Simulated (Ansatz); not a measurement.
System: C2H6Mg, charge 0, singlet. C2H6Mg (SMILES [CH3][Mg][CH3]).
B3LYP-D3(BJ)/def2-TZVP minimum from Ansatz (a program for electronic structure):
```xyz
9

Mg     0.0000     0.0000     0.0000
C      1.6122     0.2408    -1.3132
H      2.3583    -0.5500    -1.1895
H      2.1256     1.1941    -1.1555
H      1.2910     0.2184    -2.3590
C     -1.6122    -0.2408     1.3132
H     -2.1921    -1.1399     1.0838
H     -2.3028     0.6068     1.2681
H     -1.2801    -0.3294     2.3521
```

Total energies in def2-SVP, 16 correlated electrons, 7 frozen orbitals. UHF or UKS for unpaired electrons; spin-orbit terms are left out. Cores are frozen in correlated methods. No relativity.

| method | program | energy (Eh) | minus CCSDT(Q) (mEh) |
|---|---|---|---|
| HF | Ansatz | -278.68139 | 383.76 |
| MP2 | Ansatz | -279.01585 | 49.30 |
| CCSD | Ansatz | -279.05368 | 11.47 |
| CCSD(T) | Ansatz | -279.06371 | 1.45 |
| CCSDT(Q) | Ansatz | -279.06515 | 0.00 |

Rough core times of Ansatz's runs on a shared machine: CCSD(T) under 20 s, CCSDT(Q) 4 min.
